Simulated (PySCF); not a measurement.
# Correlation energy of Zn⁺ (zinc, charge +1)

[Ar] 3d9 4s1 4p1, one real determinant (an excited configuration). Calculation: PySCF 2.14, in aug-cc-pVDZ-PP with ECP10MDF (5s5p4d2f, 54 functions); a scalar-relativistic core potential. Frozen: 3s2 3p6; 11 electrons correlated.

```json
{"level": "CCSD", "correlation energy (mhartree)": "-304.90"}
{"level": "(T)", "correlation energy (mhartree)": "-5.41"}
{"level": "CCSD(T)", "correlation energy (mhartree)": "-310.31"}
```

Diagnostics: T1 = 0.0086, D1 = 0.0225, largest double amplitude 0.040.

Q: Is a single reference adequate?

A: Yes: T1 lies below 0.03 and no double amplitude reaches 0.07.

The reference is one real determinant that mixes LS terms of this configuration.
